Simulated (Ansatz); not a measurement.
VS(OH)3 (VSO₃H₃). Total charge 0; triplet. Geometry r2SCAN-D4/def2-SVP, that of the neutral singlet.

```xyz
8

V     0.007    0.019   -0.013
S    -0.501   -1.616    1.056
O    -1.429    0.762   -0.692
H    -2.314    0.401   -0.545
O     1.086   -0.428   -1.319
H     1.369   -1.342   -1.464
O     0.814    1.184    1.018
H     0.968    1.020    1.959
```

At PBE0-D4/def2-TZVP a singlet of charge 0 lies 2.18 eV below the triplet at the same geometry.

(1) Estimate the α-spin orbital energies around the gap (eV) in Ansatz with PBE-D4/def2-TZVP, r2SCAN-D4/def2-TZVP, PBE0-D4/def2-TZVP.

## Answers

(1) 
```csv
orbital,PBE-D4/def2-TZVP,r2SCAN-D4/def2-TZVP,PBE0-D4/def2-TZVP
HOMO−5,-8.26,-8.69,-9.83
HOMO−4,-8.03,-8.38,-9.64
HOMO−3,-7.81,-8.18,-9.47
HOMO−2,-7.39,-7.74,-8.80
HOMO−1,-7.22,-7.56,-8.78
HOMO,-3.88,-4.46,-6.32
LUMO,-3.49,-3.53,-2.58
LUMO+1,-2.11,-2.13,-1.32
LUMO+2,-1.87,-1.87,-0.94
LUMO+3,-1.70,-1.52,-0.70
LUMO+4,-0.69,-0.05,0.04
LUMO+5,0.60,1.39,1.51
β HOMO,-7.11,-7.47,-8.47
β LUMO,-6.58,-6.31,-5.56
```
